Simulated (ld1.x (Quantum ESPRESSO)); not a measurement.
## An all-electron radial function and its pseudo partner (B)

Columns: radius, all-electron u(r) and pseudo u(r) of the 2p shell (level -3.72 eV) of boron in the configuration [He] 2s2 2p1; LDA (PZ), scalar-relativistic, TM scheme, ld1.x (Quantum ESPRESSO) 7.5.

```json
{"r (bohr)": "0.100", "all-electron": "0.0275", "pseudo": "0.0121"}
{"r (bohr)": "0.200", "all-electron": "0.0880", "pseudo": "0.0473"}
{"r (bohr)": "0.300", "all-electron": "0.1612", "pseudo": "0.1024"}
{"r (bohr)": "0.400", "all-electron": "0.2362", "pseudo": "0.1725"}
{"r (bohr)": "0.500", "all-electron": "0.3074", "pseudo": "0.2512"}
{"r (bohr)": "0.600", "all-electron": "0.3720", "pseudo": "0.3319"}
{"r (bohr)": "0.700", "all-electron": "0.4287", "pseudo": "0.4083"}
{"r (bohr)": "0.800", "all-electron": "0.4774", "pseudo": "0.4754"}
{"r (bohr)": "0.900", "all-electron": "0.5182", "pseudo": "0.5300"}
{"r (bohr)": "1.000", "all-electron": "0.5514", "pseudo": "0.5711"}
{"r (bohr)": "1.100", "all-electron": "0.5775", "pseudo": "0.5995"}
{"r (bohr)": "1.200", "all-electron": "0.5973", "pseudo": "0.6170"}
{"r (bohr)": "1.300", "all-electron": "0.6112", "pseudo": "0.6263"}
{"r (bohr)": "1.400", "all-electron": "0.6199", "pseudo": "0.6299"}
{"r (bohr)": "1.500", "all-electron": "0.6242", "pseudo": "0.6297"}
{"r (bohr)": "1.600", "all-electron": "0.6246", "pseudo": "0.6270"}
{"r (bohr)": "1.700", "all-electron": "0.6217", "pseudo": "0.6224"}
{"r (bohr)": "1.800", "all-electron": "0.6160", "pseudo": "0.6161"}
{"r (bohr)": "1.900", "all-electron": "0.6079", "pseudo": "0.6079"}
{"r (bohr)": "2.000", "all-electron": "0.5979", "pseudo": "0.5979"}
{"r (bohr)": "2.100", "all-electron": "0.5862", "pseudo": "0.5862"}
{"r (bohr)": "2.200", "all-electron": "0.5733", "pseudo": "0.5733"}
{"r (bohr)": "2.300", "all-electron": "0.5593", "pseudo": "0.5593"}
{"r (bohr)": "2.400", "all-electron": "0.5446", "pseudo": "0.5446"}
{"r (bohr)": "2.500", "all-electron": "0.5292", "pseudo": "0.5292"}
{"r (bohr)": "2.600", "all-electron": "0.5134", "pseudo": "0.5134"}
```

Task: How many radial nodes do the two functions have?

Result: The all-electron 2p function has n − l − 1 = 0; the pseudo-wave has 0.

Task: At about which radius was the pseudo-wave matched?

Result: 2.00 bohr. The columns agree to 0.0005 from 1.80 bohr on; several derivatives are matched, so the curves merge somewhat inside the radius.

Task: Is the pseudo-wave norm-conserving?

Result: Yes: the TM scheme keeps the norm inside the radius equal to the all-electron one, which fixes the energy derivative of the logarithmic derivative at the level.
